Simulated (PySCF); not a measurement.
Te(Br)(NH2) (BrH2NTe), SMILES Br[Te]N.

Coordinates come from a B3LYP-D3(BJ)/def2-SVP optimisation. The def2 effective core potentials stand for the cores of Te; spin–orbit coupling is left out. Other conformers were not sampled.

Computed with ωB97X/def2-TZVPD (PySCF).

Symmetry labels are those of the subgroup Cs that the program uses (full group Cs).

Computed valence orbital energies around the gap with their symmetry:
```tsv
orbital	symmetry	energy (eV)
HOMO−7	A'	-20.15
HOMO−6	A"	-16.93
HOMO−5	A'	-14.22
HOMO−4	A'	-12.23
HOMO−3	A"	-11.12
HOMO−2	A'	-10.86
HOMO−1	A'	-10.46
HOMO	A"	-8.65
LUMO	A'	-0.57
LUMO+1	A'	0.51
LUMO+2	A'	1.66
LUMO+3	A"	1.68
```
